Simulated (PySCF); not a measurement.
`CC1=CCC[C@H](C)O1`, C7H12O

Cartesian coordinates in Å; atom numbers follow the order of the lines, from 1:
```xyz
20

C     2.5663   -0.9607   -0.4456
C     1.2850   -0.1893   -0.3509
C     1.1941    1.1344   -0.4378
C    -0.1054    1.8655   -0.2666
C    -1.1133    0.9348    0.4019
C    -1.0685   -0.4277   -0.2906
C    -2.0736   -1.4115    0.2948
O     0.2156   -1.0197   -0.1612
H     2.5498   -1.6035   -1.3241
H     2.6741   -1.5983    0.4296
H     3.4142   -0.2866   -0.5091
H     2.0804    1.7218   -0.6112
H    -0.4857    2.2004   -1.2383
H     0.0498    2.7577    0.3448
H    -0.8464    0.7977    1.4521
H    -2.1232    1.3418    0.3490
H    -1.2741   -0.2852   -1.3646
H    -1.8912   -1.5359    1.3592
H    -1.9673   -2.3783   -0.1894
H    -3.0858   -1.0469    0.1454
```

Method used: GIAO B3LYP/pcSseg-1 magnetisability, rotational g tensor and spin-rotation constants, non-relativistic, gas phase (PySCF). Geometry: GFN2-xTB.

Question: Give the nuclear spin-rotation constants along the inertial axes (H = +C I·J) beside the isotropic shieldings.

Answer: Rotational constants 3.0469, 1.8730, 1.2288 GHz. A star marks the isotopologue with that one atom substituted, in its own axes.
```
atom  isotope  Caa (kHz)  Cbb (kHz)  Ccc (kHz)  mean (kHz)  σ (ppm)
  H9       1H     -0.321     -0.111     -0.025      -0.152     29.9
 H10       1H     -0.330     -0.105     -0.027      -0.154     29.9
 H11       1H     -0.004     -0.136     -0.147      -0.096     30.3
 H12       1H      0.129     -0.110     -0.147      -0.043     27.2
 H13       1H     -0.314     -0.162      0.017      -0.153     29.5
 H14       1H     -0.330     -0.018     -0.079      -0.142     29.8
 H15       1H     -0.348     -0.209      0.038      -0.173     30.5
 H16       1H      0.010     -0.153     -0.141      -0.095     30.3
 H17       1H     -0.312     -0.186      0.065      -0.144     28.0
 H18       1H     -0.337     -0.213      0.033      -0.172     30.6
 H19       1H     -0.326      0.013     -0.110      -0.141     30.2
 H20       1H     -0.005     -0.173     -0.134      -0.104     30.8
  C1     13C*      0.423      0.288      0.219       0.310    158.0
  C2     13C*      1.656      0.631      0.272       0.853     20.6
  C3     13C*      1.242      0.501      0.186       0.643     81.4
  C4     13C*      0.505      0.341      0.174       0.340    154.4
  C5     13C*      0.595      0.318      0.195       0.369    147.4
  C6     13C*      0.690      0.459      0.296       0.482    105.4
  C7     13C*      0.450      0.289      0.216       0.318    156.6
  O8     17O*     -0.630     -0.416     -0.120      -0.389    183.1
```
For the geometry as given, no vibrational averaging.

Question: How do the rotational constants and the g tensor change when H9, H10, H11, H12, H13, H14, H15, H16, H17, H18, H19, H20 are replaced by deuterium?

Answer: Constants 2.4390, 1.5117, 1.0120 GHz; g -0.0147, -0.0060, -0.0032, against -0.0184, -0.0073, -0.0039 before.
